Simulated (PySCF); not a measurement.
## Structure elucidation problem

Molecular formula: C7H13BO2. Simulated spectra:

1H NMR (400 MHz, computed): δ 3.41 (br s, 2H), 2.48 (m, 1H), 2.05 (m, 1H), 1.95 (m, 1H), 1.93 (m, 1H), 1.21 (m, 1H), 1.20 (d, 3H), 0.23 (m, 1H), 0.19 (m, 1H), 0.18 (m, 1H).

13C{1H} NMR (computed): δ 40.2 (CH2), 31.2 (CH), 29.4 (CH), 22.0 (CH3), 18.5 (C), 14.3 (CH2), 10.5 (CH2).

- geometry from PBE0-D3(BJ)/def2-SVP
- GIAO B97-2/pcSseg-1 shieldings
- run in PySCF
- non-relativistic Hamiltonian, one conformer, gas phase, equivalent nuclei averaged

Scale: TMS for 1H, 13C (reference shieldings calculated alike).

Choose the structure that fits.
A. OB(O)[C@H]1[C@@H]2CCCC[C@@H]21
B. C[C@@H]1CC2(CC2)[C@H]1B(O)O
C. C=C(C)CB(O)OC1CC1
D. C[C@@H]1CC2(CC2)[C@@H]1B(O)O

## Answers

D. 

7 carbon signals for 7 carbons: no two carbons are equivalent. Carbon types of the structure: 1 × C, 2 × CH, 3 × CH2, 1 × CH3, leaving 2 H on heteroatoms. δC 40.2: sp3 CH2 in a ring; a saturated carbon with 2 carbon neighbours and no heteroatom attached. δC 22.0: methyl carbon; saturated and bonded to C and H only. δC 18.5, 14.3, 10.5: three-membered-ring carbon; carbons of three-membered rings are unusually shielded. δH 1.95, 0.23, 0.19, 0.18: hydrogen on a three-membered-ring carbon. δH 1.20: hydrogen on a methyl carbon; far from electronegative atoms and π systems.

The others: OB(O)[C@H]1[C@@H]2CCCC[C@@H]21 would give 4 carbon signals, not 7; C[C@@H]1CC2(CC2)[C@H]1B(O)O has carbons computed at 40.3, 35.9, 28.6, 24.0, 16.4, 14.0, 12.4; C=C(C)CB(O)OC1CC1 would give 6 carbon signals, not 7.

OH/NH shifts are gas-phase values; hydrogen bonding in solution moves them, usually downfield. A carbon bonded to boron is broadened by the quadrupolar boron nucleus and is often missing from a measured spectrum. Shifts are as computed. Against solution values, carbons near 30 ppm lie about +1 ppm off and those near 130 ppm about +2 ppm. Of 1211 compounds with measured shifts, 218 miss one by over three times the rms of a fit or turn the order of signals round; such compounds aren't used in these exercises. Multiplicities follow the n + 1 count of equivalent neighbours, as no J values were calculated; m marks all less simple cases, F and P coupling included.
